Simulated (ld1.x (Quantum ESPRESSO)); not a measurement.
Pseudopotential generation for calcium: TM semilocal, PBE, scalar-relativistic.

ld1.x (Quantum ESPRESSO) 7.5 input, shortened:

```
&input
   title='Ca', zed=20., rel=1, dft='PBE', iswitch=3,
   config='[Ar] 3d0 4s2 4p0'
 /
 &inputp
   pseudotype=1, tm=.true., lloc=2,
   nlcc=.true.
 /
3
4S  1  0   2.00   0.00  2.95  2.95  0.0
3P  2  1   6.00   0.00  1.60  1.60  0.0
3D  3  2   0.00   0.00  1.80  1.80  0.0
 &test
   configts(1)='3p6 3d0 4s2 4p0'
 /
```

All-electron outer shells of the reference configuration (PBE, scalar-relativistic, ld1.x):

```json
{"shell": "2p", "level (eV)": "-334.74", "outermost node (bohr)": "–", "outermost maximum (bohr)": "0.25"}
{"shell": "3s", "level (eV)": "-47.09", "outermost node (bohr)": "0.45", "outermost maximum (bohr)": "0.99"}
{"shell": "3p", "level (eV)": "-28.01", "outermost node (bohr)": "0.42", "outermost maximum (bohr)": "1.04"}
{"shell": "4s", "level (eV)": "-3.77", "outermost node (bohr)": "1.43", "outermost maximum (bohr)": "3.42"}
{"shell": "3d", "level (eV)": "-1.95", "outermost node (bohr)": "–", "outermost maximum (bohr)": "1.27"}
{"shell": "4p", "level (eV)": "-1.40", "outermost node (bohr)": "1.63", "outermost maximum (bohr)": "4.39"}
```

Task: Estimate the cutoffs (Ry, on a coarse ladder) from which the occupation-weighted sum of valence levels, in a spherical-Bessel basis at the reference potential, stays within 10 and 1 mRy of its value at 400 Ry.

Result: 30 Ry and 55 Ry. The cutoffs count occupied waves only; the empty 3d level needs 45 Ry at the loose tolerance.

Task: Which valence shell sets the plane-wave cutoff?

Result: 3p: its level needs 30 Ry to come within 1 mRy, against 8 Ry for 4s.

Task: Tests: 3p6 3d0 4s1 4p0; 3p6 3d0 4s0 4p0; 3p6 3d0 4s1.5 4p0; 3p6 3d0 4s1 4p1; 3p6 3d1 4s0 4p0; 3p6 3d0.5 4s1.5 4p0; 3p6 3d0 4s0 4p2. Which has the largest error in its energy relative to the reference configuration, and how large is it?

Result: 3p6 3d1 4s0 4p0, with -96 meV (all-electron minus pseudo) on +7.69 eV.
